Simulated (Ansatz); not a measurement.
A run on B$_{2}$Br$_{2}$F$_{4}$ (`F[B-]1(F)[Br+][B-](F)(F)[Br+]1`) with other settings.

```yaml
crystal:
  periodic: [false, false, false]
  atoms:
    - {symbol: F, position_ang: [1.863913, -1.326575, 0.529466]}
    - {symbol: B, position_ang: [0.642129, -1.104319, 0.723967]}
    - {symbol: F, position_ang: [-0.141151, -1.916614, 1.472109]}
    - {symbol: Br, position_ang: [-0.334789, -0.939503, -1.236468]}
    - {symbol: B, position_ang: [-0.641997, 1.132149, -0.748540]}
    - {symbol: F, position_ang: [-1.938201, 1.429470, -0.495021]}
    - {symbol: F, position_ang: [0.157145, 1.902823, -1.487922]}
    - {symbol: Br, position_ang: [0.367175, 0.946562, 1.240115]}
basis:
  gaussian: {orbitals: def2-TZVP}
hamiltonian: {xc: {name: B97}}
scf: {lower_state_search: off}
output: {forces: true}
```

```sh
$ ansatz run in.yaml --threads 4 --pin off --events-out ev --progress --plain --max-ram 11315MiB
```

Output, abridged:

```
Functional definition: B97
1788 factors; their error is unknown
mean field evaluation 1: about -152309.6206 eV, gradient 5.9e1 eV
mean field evaluation 2: about -152301.7717 eV, gradient 9.6e1 eV
mean field evaluation 4: about -152314.2059 eV, gradient 2.6e0 eV
mean field evaluation 8: about -152314.2169 eV, gradient 4.3e-2 eV
mean field evaluation 16: about -152314.9117 eV, gradient 1.9e-4 eV
mean field -152314.91172432 eV, -5597.4697631137 hartree, gradient 5.1e-6 eV, S^2 0.000000; 0 other end points of the search recorded, 0 dependent functions left out
reference -152314.91175094 eV, -5597.4697640917 hartree; 58, 58 occupied and 224, 224 virtual orbitals, 1788 factors
Total energy: -152314.91175094 eV, -5597.4697640917 hartree
Atom 0 at     1.863913    -1.326575     0.529466 Å, force     3.395047    -0.901866    -0.351227 eV/Å
Atom 1 at     0.642129    -1.104319     0.723967 Å, force    -3.682542     0.258572     0.890253 eV/Å
Atom 2 at    -0.141151    -1.916614     1.472109 Å, force     0.614829     0.495592    -0.346049 eV/Å
Atom 3 at    -0.334789    -0.939503    -1.236468 Å, force    -0.382256     0.248274    -0.360176 eV/Å
Atom 4 at    -0.641997     1.132149    -0.748540 Å, force    -0.367919     0.152709     0.449339 eV/Å
Atom 5 at    -1.938201     1.429470    -0.495021 Å, force     1.207401    -0.233553    -0.538575 eV/Å
Atom 6 at     0.157145     1.902823    -1.487922 Å, force    -0.624692    -0.160469     0.084568 eV/Å
Atom 7 at     0.367175     0.946562     1.240115 Å, force    -0.159869     0.140740     0.171866 eV/Å
Dipole moment:     0.079941    -0.025873    -0.052021 e Å
Checks for a lower state left out: stability, starts, cluster_reference, orbital_swaps, neighbouring_geometries, increment
```

Run time 11 s (4 threads of an Arm Neoverse V2 on a shared host); peak host memory 1.1 GiB.
